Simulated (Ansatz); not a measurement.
Cost and result for the atomization energy of C₉H₂₁B (`CC(C)B(C(C)C)C(C)C`) (31 atoms, 30 bonds).

```xyz
31

C    -1.2599    0.1544    2.2184
C    -1.2465    0.6092    0.7570
C    -2.5426    0.1916    0.0576
B     0.0013   -0.0003    0.0027
C     0.1634   -1.5677   -0.1188
C     0.1521   -1.9851   -1.5917
C     1.4604   -2.0238    0.5536
C     1.0859    0.9575   -0.6328
C     0.4473    1.8537   -1.6967
C     1.7417    1.8093    0.4569
H    -0.3661    0.4814    2.7571
H    -1.3133   -0.9354    2.2960
H    -2.1287    0.5629    2.7447
H    -1.2030    1.7054    0.7499
H    -3.4146    0.5990    0.5795
H    -2.6521   -0.8966    0.0385
H    -2.5830    0.5469   -0.9759
H    -0.6686   -2.0808    0.3790
H    -0.7850   -1.7150   -2.0867
H     0.2753   -3.0685   -1.6896
H     0.9679   -1.5118   -2.1457
H     1.5869   -3.1073    0.4599
H     2.3341   -1.5519    0.0948
H     1.4753   -1.7824    1.6201
H     1.8767    0.3739   -1.1200
H     1.1904    2.5289   -2.1334
H     0.0117    1.2721   -2.5140
H    -0.3471    2.4734   -1.2709
H     1.0038    2.4264    0.9779
H     2.4876    2.4850    0.0260
H     2.2489    1.1955    1.2066
```

The species carries charge 0 and has multiplicity 1. The geometry is a stationary point of PBE0-D4/def2-TZVP. It is one conformer, not always the lowest. Program: Ansatz. All runs use 4 threads of an AMD EPYC 7R13 on a shared host and a share of an NVIDIA H100 80 GB. Times are those of one run each, without the atoms' runs, and a repeat can differ threefold. Electronic energies, without spin–orbit coupling; frozen cores. CCSD(T)/CBS adds CCSD(T) − MP2 in def2-TZVPP to the MP2 limit, and its time is that of the two runs behind it. T1 = 0.010. B3LYP takes the VWN-RPA correlation (the form of Gaussian; ORCA's B3LYP/G). HSE06 is the plane-wave form, built on full-range PBE exchange.

CCSD(T)/CBS is a level of theory with its own doubt, some kJ/mol a heavy atom from the limit and from the frozen cores, so smaller differences don't rank the functionals.

```csv
level,functions,wall time,atomization (kcal/mol),difference from CCSD(T)/CBS,per bond
CAM-B3LYP-D4/def2-TZVPP,604,11 s,2976.3,18.8,0.6
BLYP-D4/def2-TZVPP,604,13 s,2943.6,-13.9,-0.5
CCSD(T)/def2-SVP,245,14 s,2857.7,-99.8,-3.3
LDA (SPW92)/def2-TZVPP,604,14 s,3342.5,385.0,12.8
HSE06-D4/def2-TZVPP,604,15 s,2985.6,28.1,0.9
revPBE-D4/def2-TZVPP,604,16 s,2953.3,-4.2,-0.1
B3LYP-D4/def2-TZVPP (with forces),604,17 s,2965.0,7.5,0.2
ωB97M-V/def2-TZVPP (with forces),604,18 s,2969.6,12.1,0.4
r2SCAN-D4/def2-TZVPP (with forces),604,18 s,2969.7,12.2,0.4
PBE-D4/def2-TZVPP (with forces),604,36 s,3010.5,53.0,1.8
MP2/def2-QZVPP,1200,41 s,2960.6,3.1,0.1
CCSD(T)/def2-TZVPP,604,7.1 min,2900.1,-57.4,-1.9
CCSD(T)/CBS(def2),–,7.8 min,2957.5,0.0,0.0
```

From PBE to PBE0 (25 % exact exchange), in def2-TZVPP and without D4, the atomization energy moves by −23.8 kcal/mol: exact exchange takes away binding that semilocal exchange gives to molecules. Leaving LDA and LC-ωPBE aside and taking each functional with its dispersion term where it has one, the values, not all of them listed here, spread over 102.3 kcal/mol, from BHLYP-D4 to PBE-D4. LDA lies +351.0 kcal/mol from PBE without D4, its usual overbinding. In def2-TZVPP, CCSD(T) changes the Hartree–Fock value by +638.6 kcal/mol (the triples alone add +33.5 kcal/mol) and MP2 by +665.5 kcal/mol; breaking electron pairs costs correlation energy, which Hartree–Fock lacks.
